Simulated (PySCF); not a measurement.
# Dipole response of Si (silicon, neutral)

[Ne] 3s2 3p2, high-spin 3P determinant. All numbers are calculated (PySCF 2.14, the non-relativistic Hamiltonian (point nucleus), in aug-cc-pV(T+d)Z (6s5p4d2f, 55 functions)). Coupled (time-dependent) response in atomic units; α is the mean over directions.

```json
{"method": "UHF", "mean α (bohr³)": "38.53", "α xx, yy, zz": "32.64, 41.47, 41.47", "C₆ (like pair)": "318.0", "S(−4)": "549.4"}
{"method": "PBE", "mean α (bohr³)": "41.43", "α xx, yy, zz": "33.79, 45.25, 45.25", "C₆ (like pair)": "343.1", "S(−4)": "723.4"}
{"method": "PBE0", "mean α (bohr³)": "39.74", "α xx, yy, zz": "32.98, 43.13, 43.13", "C₆ (like pair)": "327.1", "S(−4)": "629.3"}
{"method": "PW91", "mean α (bohr³)": "41.40", "α xx, yy, zz": "33.62, 45.29, 45.29", "C₆ (like pair)": "342.3", "S(−4)": "725.9"}
{"method": "M06-L", "mean α (bohr³)": "40.28", "α xx, yy, zz": "33.11, 43.86, 43.86", "C₆ (like pair)": "336.6", "S(−4)": "654.5"}
```

S(−4) is the Cauchy moment in α(ω) = α(0) + S(−4) ω² + …

Reference α: 37.3 ± 0.7 bohr³ (recommended; Schwerdtfeger and Nagle, table of static dipole polarizabilities (2023 update)). Published C₆: 305.0 (Chu and Dalgarno (2004); Tang, Norbeck and Certain (1976)).

α(iu) at PW91:

```json
{"u (hartree)": "0", "α(iu) (bohr³)": "41.40"}
{"u (hartree)": "0.0500", "α(iu) (bohr³)": "39.69"}
{"u (hartree)": "0.100", "α(iu) (bohr³)": "35.52"}
{"u (hartree)": "0.200", "α(iu) (bohr³)": "25.84"}
{"u (hartree)": "0.300", "α(iu) (bohr³)": "18.34"}
{"u (hartree)": "0.500", "α(iu) (bohr³)": "9.900"}
{"u (hartree)": "0.750", "α(iu) (bohr³)": "5.381"}
{"u (hartree)": "1.00", "α(iu) (bohr³)": "3.352"}
{"u (hartree)": "1.50", "α(iu) (bohr³)": "1.684"}
{"u (hartree)": "2.00", "α(iu) (bohr³)": "1.038"}
{"u (hartree)": "3.00", "α(iu) (bohr³)": "0.5392"}
{"u (hartree)": "5.00", "α(iu) (bohr³)": "0.2459"}
```

A single London oscillator, α(iu) = α/(1 + u²/ω²), gives C₆ = (3/4) ω α². Matching the computed C₆ needs ω = 4 × 342.3 / (3 × 41.40²) = 0.266 hartree.

The components differ because the open shell of this determinant is not spherical; for a pure term their mean is the scalar polarisability.
